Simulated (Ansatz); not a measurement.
Consider the hydrogenolysis of the Si–B bond: `CO[SiH2]B(O)F` + H₂ → `CO[SiH3]` + `OBF`.

Calculated with Ansatz (gas phase, PBE0-D4/def2-TZVP geometries, no zero-point term in ΔE). CCSD(T)/CBS is the MP2 limit (def2-TZVPP, def2-QZVPP) plus CCSD(T) − MP2 in def2-TZVPP, frozen cores. This one scheme is used for every species. DFT in def2-TZVPP. B3LYP here is the variant with VWN-RPA as its local correlation; programs differ in this. Each species was taken in one conformer, which may not be the lowest.

| level | ΔE (kJ/mol) | difference from CCSD(T)/CBS |
| --- | --- | --- |
| PBE-D4 | -25.0 | 14.4 |
| r2SCAN-D4 | -32.5 | 6.9 |
| PBE0-D4 | -33.2 | 6.2 |
| B3LYP-D4 | -38.7 | 0.7 |
| ωB97X-V | -38.5 | 0.9 |
| ωB97M-V | -40.5 | -1.1 |
| B2PLYP | -46.4 | -7.0 |
| PBE | -30.9 | 8.5 |
| r2SCAN | -34.2 | 5.2 |
| PBE0 | -38.5 | 0.9 |
| B3LYP | -48.1 | -8.7 |
| HF/def2-TZVPP | -73.2 | -33.8 |
| MP2/def2-TZVPP | -42.6 | -3.2 |
| SCS-MP2/def2-TZVPP | -48.4 | -9.0 |
| CCSD/def2-TZVPP | -47.1 | -7.7 |
| CCSD(T)/def2-TZVPP | -41.4 | -2.0 |
| HF/def2-QZVPP | -73.9 | -34.5 |
| MP2/def2-QZVPP | -41.8 | -2.4 |
| SCS-MP2/def2-QZVPP | -47.5 | -8.1 |
| HF/CBS(def2) | -74.0 | -34.6 |
| MP2/CBS(def2) | -40.7 | -1.3 |
| CCSD/CBS(def2) | -45.1 | -5.7 |
| CCSD(T)/CBS | -39.4 | 0 |

Largest T1 diagnostic among the species: 0.013.

The D4 term adds +9.4 kJ/mol with B3LYP and +5.3 kJ/mol with PBE0; it sums over pairs of atoms, weighted by their polarisabilities, and B3LYP, whose exchange is more repulsive, gets the larger term. In def2-TZVPP, CCSD(T) changes the Hartree–Fock value by +31.9 kJ/mol (the triples alone add +5.7 kJ/mol) and MP2 by +30.6 kJ/mol.
